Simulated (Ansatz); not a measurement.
Reaction (isomerisation): `FC1OB(Cl)[SiH2]1` → `FB1OC1[SiH2]Cl`

Isolated molecules relaxed with PBE0-D4/def2-TZVP in Ansatz; ΔE leaves out vibrations. CCSD(T)/CBS is the MP2 limit (def2-TZVPP, def2-QZVPP) plus CCSD(T) − MP2 in def2-TZVPP, frozen cores. DFT in def2-TZVPP. One conformer a species, not always the lowest.

```
             level  ΔE (kcal/mol)
           PBE0-D4          -35.1
            r2SCAN          -37.6
              PBE0          -35.2
     HF/def2-TZVPP          -40.5
SCS-MP2/def2-TZVPP          -40.0
CCSD(T)/def2-TZVPP          -37.1
    MP2/def2-QZVPP          -41.4
SCS-MP2/def2-QZVPP          -40.9
```

Problem. What does CCSD(T)/CBS give? (An estimate is asked.)

Solution. Computed: -38.3 kcal/mol. The listed levels differ from it by 3.2, 0.7, 3.1, -2.2, -1.7, 1.2, -3.1, -2.6 kcal/mol.

Largest T1 diagnostic among the species: 0.014.

From PBE to PBE0 (25 % exact exchange), in def2-TZVPP and without D4, ΔE moves by −0.9 kcal/mol.
